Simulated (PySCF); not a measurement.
## Electron correlation in Dy²⁺ (dysprosium, charge +2)

[Xe] 4f10, one real determinant. All numbers are calculated (PySCF 2.14, the spin-free X2C one-electron Hamiltonian (Gaussian nucleus), in Sapporo-DKH3-TZP-2012 (11s9p7d5f3g1h, 146 functions)). Frozen: [Ar] 3d10; 36 electrons correlated.

MP2 pair energies summed by pair of shells (mhartree):

| pair | energy | share (%) |
| --- | --- | --- |
| 4d-4f | -443.84 | 22.2 |
| 4f-4f | -407.47 | 20.4 |
| 4f-5p | -260.76 | 13.1 |
| 4d-4d | -172.20 | 8.6 |
| 5p-5p | -131.94 | 6.6 |
| 4p-4d | -117.42 | 5.9 |
| 4p-4f | -115.32 | 5.8 |
| 4d-5p | -86.74 | 4.3 |
| 4f-5s | -59.42 | 3.0 |
| 5s-5p | -37.86 | 1.9 |
| 4d-5s | -31.59 | 1.6 |
| 4p-4p | -28.27 | 1.4 |
| 4s-4d | -27.38 | 1.4 |
| 4s-4f | -25.60 | 1.3 |
| 4s-4p | -15.61 | 0.8 |
| 4p-5p | -14.47 | 0.7 |
| 4p-5s | -7.40 | 0.4 |
| 5s-5s | -6.92 | 0.3 |
| 4s-4s | -2.51 | 0.1 |
| 4s-5p | -2.41 | 0.1 |
| 4s-5s | -1.07 | 0.1 |

Total MP2 correlation energy: -1996.2 mhartree.

Same-spin part -743.04 and opposite-spin part -1253.2 mhartree; SCS-MP2 scales them by 1/3 and 6/5 to -1751.5 mhartree.

The reference is one real determinant that mixes LS terms of this configuration.
